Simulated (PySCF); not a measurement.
**Ionisation energy of Nd²¹⁺ by level of theory**

Nd²¹⁺ [Kr] 4d3 [4d3/2^3, M_J = 3/2] → Nd²²⁺ [Kr] 4d2 [4d3/2^2, M_J = 2], as a difference of total energies. All numbers are calculated (PySCF 2.14, the two-component X2C-1e Hamiltonian, in an even-tempered Gaussian basis (18 s from 1.4 bohr⁻², ratio 2.8; 14 p from 1.8 bohr⁻², ratio 2.8; 9 d from 1.8 bohr⁻², ratio 2.8; 4 f from 7.1 bohr⁻², ratio 3)). Correlated levels: [Ar] 3d10 frozen; the 94 highest virtual spinors dropped. "Screened" scales the spin-orbit matrix elements by Boettger's factors to mimic the two-electron term; Breit and QED terms are absent.

```tsv
method	ionisation energy (eV)
GHF (screened spin-orbit)	637.52
GMP2 (screened spin-orbit)	638.06
```

How much does correlation contribute at GMP2 (screened spin-orbit)?

638.06 − (637.52) = 0.54 eV, measured against GHF (screened spin-orbit).

Breit and QED terms and the two-electron picture change are absent.

The labels give the starting determinants; with spin-orbit coupling the two ends relaxed to ⟨J²⟩ = 4.42, ⟨L²⟩ = 10.01, ⟨S²⟩ = 2.83 and ⟨J²⟩ = 6.10, ⟨L²⟩ = 10.65, ⟨S²⟩ = 1.62.

The determinant of Nd²¹⁺ mixes levels of different J (the jj label is only the starting occupation), so the difference between spin-free and spin-orbit rows is not the physical spin-orbit shift.

For comparison: 638 ± 4 eV (theoretical estimate listed by NIST; NIST Atomic Spectra Database, ionization energies).
